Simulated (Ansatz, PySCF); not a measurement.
The same groups moved round the core (propene silyl). Gas-phase values, no solvent. One relaxed conformer stands for each flexible species; it need not be the lowest. Strings in code marks are SMILES.

Quantity: vertical ionisation energy (energy after one electron is removed minus that of the parent at the parent's geometry), in eV.

Level 1: frozen-core MP2/cc-pVTZ // PBE-D3(BJ)/def2-TZVP (Ansatz, a program for electronic structure)
Level 2: B3LYP/6-31G* // PBE-D3(BJ)/def2-TZVP (PySCF)
Level 3: PBE/6-31G* // PBE-D3(BJ)/def2-TZVP (PySCF)
Level 4: SVWN5/6-31G* // PBE-D3(BJ)/def2-TZVP (PySCF)

| species | level 1 | level 2 | level 3 | level 4 |
|---|---|---|---|---|
| `C=CC[SiH3]` (C–C–C–Si torsion 106°) | 9.63 | 9.05 | … | 9.15 |
| `C/C=C\[SiH3]` | 9.98 | 9.36 | 9.24 | 9.37 |
| `C/C=C/[SiH3]` | … | 9.36 | … | 9.35 |

Task: Some entries are withheld; supply them.

Result: 
- `C=CC[SiH3]` (C–C–C–Si torsion 106°), level 3: 8.97
- `C/C=C/[SiH3]`, level 1: 10.00
- `C/C=C/[SiH3]`, level 3: 9.22
